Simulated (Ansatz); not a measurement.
Two isomers of CH7BO2Si: A = `OCOB[SiH3]`, B = `CO[SiH2]BO`.

Program: Ansatz. Geometries: PBE0-D4/def2-TZVP. ΔE: electronic, gas phase. CCSD(T)/CBS is the MP2 limit (def2-TZVPP, def2-QZVPP) plus CCSD(T) − MP2 in def2-TZVPP, frozen cores. DFT in def2-TZVPP. B3LYP here is the variant with VWN-RPA as its local correlation; programs differ in this. One conformer a species, not always the lowest.

A:

Z-matrix (Å, degrees):
```
C
O 1 1.419
O 1 1.384 2 112.0
H 1 1.093 2 105.6 3 122.8
H 1 1.092 2 110.0 3 -118.2
B 2 1.351 1 121.1 3 62.0
H 3 0.962 1 109.0 2 68.0
Si 6 2.034 2 125.5 1 0.1
H 6 1.201 2 114.3 1 -178.0
H 8 1.491 6 108.6 2 -97.3
H 8 1.491 6 109.7 2 145.8
H 8 1.490 6 115.0 2 24.0
```

B:

```xyz
12

C    -0.493    0.545    1.878
O    -0.079   -0.118    0.706
Si   -0.060    0.588   -0.799
B     0.635   -0.964   -1.900
O     0.890   -2.090   -1.205
H    -0.412   -0.148    2.717
H    -1.535    0.876    1.800
H     0.136    1.418    2.084
H    -1.433    1.063   -1.156
H     0.810    1.803   -0.782
H     0.843   -0.995   -3.080
H     0.697   -1.979   -0.263
```

Problem. Which isomer does CCSD(T)/CBS put lower? Give the gap. (An estimate is asked.)

Solution. Ansatz gave: B, by 33.6 kcal/mol.

Problem. Give E(B) − E(A) in kcal/mol with B2PLYP, CCSD(T)/def2-TZVPP, r2SCAN-D4, HF/def2-TZVPP, ωB97M-V, B3LYP, PBE0-D4. (An estimate is asked.)

Solution. The calculation gave: B2PLYP -34.0, CCSD(T)/def2-TZVPP -32.5, r2SCAN-D4 -32.5, HF/def2-TZVPP -33.9, ωB97M-V -32.8, B3LYP -33.5, PBE0-D4 -31.5. None reverses the order clearly.

Largest T1 diagnostic: 0.014.

From PBE to PBE0 (25 % exact exchange), in def2-TZVPP and without D4, E(B) − E(A) moves by −0.8 kcal/mol.
